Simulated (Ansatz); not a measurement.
**MP2, SCS-MP2 and SOS-MP2 from spin components**

System: C$_{2}$H$_{7}$BFNO (SMILES CN(C)B(O)F), singlet, at a GFN2-xTB geometry. Level: MP2/def2-SV(P) run with Ansatz (a first-principles code). Sums are taken with unrounded values, so a last digit can differ.

Ansatz was given this input:
Ansatz 0.2 input:
```yaml
crystal:
  periodic: [false, false, false]
  atoms:
    - {symbol: B, position_ang: [-0.16201191, -0.01822153, -0.78293757]}
    - {symbol: F, position_ang: [0.17072193, -1.13727632, -1.44673119]}
    - {symbol: O, position_ang: [-0.73592964, 0.94666085, -1.53425477]}
    - {symbol: H, position_ang: [-0.98124357, 1.75159878, -1.08435520]}
    - {symbol: N, position_ang: [0.11489552, 0.03239240, 0.59348986]}
    - {symbol: C, position_ang: [0.73703700, -1.06789674, 1.30120826]}
    - {symbol: C, position_ang: [-0.17277354, 1.15057258, 1.46338877]}
    - {symbol: H, position_ang: [1.68119348, -0.74457240, 1.74981911]}
    - {symbol: H, position_ang: [0.07821002, -1.42737840, 2.09741283]}
    - {symbol: H, position_ang: [0.93266702, -1.87999171, 0.60812430]}
    - {symbol: H, position_ang: [-0.85079478, 0.84252771, 2.26613213]}
    - {symbol: H, position_ang: [0.75007572, 1.52443368, 1.91899659]}
    - {symbol: H, position_ang: [-0.63895808, 1.96388828, 0.91116570]}
basis:
  gaussian:
    orbitals: def2-SV_P_.json
magnetization: {spin_polarized: false}
correlation: {method: mp2}
```
The basis file holds def2-SV(P) in the JSON format of the Basis Set Exchange.

It gave an SCF energy of -333.119349 Eh, a same-spin correlation energy of -0.221266 Eh and an opposite-spin one of -0.631587 Eh.

Problem. Work out the MP2, SCS-MP2 (6/5 and 1/3) and SOS-MP2 (1.3 and 0) correlation and total energies.

Solution. MP2: -0.631587 + (-0.221266) = -0.852853 Eh, total -333.972202 Eh, as the program printed. SCS-MP2: 1.2 × (-0.631587) + (-0.221266)/3 = -0.831660 Eh, total -333.951009 Eh. SOS-MP2: 1.3 × (-0.631587) = -0.821064 Eh, total -333.940413 Eh. Opposite spins carry 74 % of the MP2 correlation; same-spin pairs are already kept apart by exchange.
